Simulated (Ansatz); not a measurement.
Wavefunction ladder for BH2I (`BI`)

```
atom   x (Å)   y (Å)   z (Å)
  B1   0.183   0.122   0.116
  I2  -1.362  -0.908  -0.863
  H3   0.766   0.956  -0.496
  H4   0.414  -0.170   1.244
```

The species carries charge 0 and has multiplicity 1. Correlated methods include outer-core shells of I, which these sets cover unevenly. I: def2 effective core potential. Geometry: relaxed with PBE0-D4/def2-TZVP. Frozen core, restricted reference, Ansatz 0.2.0.

```tsv
basis	HF (Eh)	MP2 corr.	CCSD corr.	(T)	CCSD(T) total
def2-SVP	-322.48432	?	-0.22971	?	?
def2-TZVPP	?	-0.60249	?	-0.01451	?
def2-QZVPP	-322.52508	-0.77926	-0.74302	-0.02042	-323.28852
```

Q: Fill in the withheld values. (An estimate is asked.)

A: Ansatz gave: def2-SVP MP2 corr.: -0.20585; def2-SVP (T): -0.00599; def2-SVP CCSD(T) total: -322.72002; def2-TZVPP HF (Eh): -322.52259; def2-TZVPP CCSD corr.: -0.58864; def2-TZVPP CCSD(T) total: -323.12574.
